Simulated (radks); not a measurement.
Q: All-electron atom: Ta XXXVII in [Kr] 4d1. All-electron calculation, scalar-relativistic Kohn-Sham, SCAN, spin-polarised, spherical densities, finite nucleus; open shells are filled with parallel spins first (spin-orbit coupling, left out, can overturn this in heavy ions); meta-GGA in the generalised Kohn-Sham scheme; Fermi nuclear charge, rms radius 5.3507 fm. Program: a radial shooting solver on a logarithmic mesh with Libxc functionals. Some entries of the table are withheld. Estimate them.

orbital  occ.  eigenvalue (eV)  r(max) (bohr)
1s up       1        -68965.64        0.01168
1s down     1        -68965.57        0.01168
2s up       1        -13146.52        0.06679
2s down     1        -13145.47        0.06678
2p up       3        -11708.07        0.05476
2p down     3        -11707.12        0.05476
3s up       1        -4158.320         0.1875
3s down     1        -4157.711         0.1875
3p up       3        -3726.644         0.1852
3p down     3        -3725.911         0.1852
3d up       5              (1)         0.1508
3d down     5              (2)         0.1508
4s up       1              (3)         0.4055
4s down     1              (4)         0.4054
4p up       3        -1702.172         0.4174
4p down     3        -1697.909         0.4173
4d up       1        -1508.355         0.4121

A: 
(1) 3d up eigenvalue (eV): -3233.373
(2) 3d down eigenvalue (eV): -3232.248
(3) 4s up eigenvalue (eV): -1862.205
(4) 4s down eigenvalue (eV): -1857.845
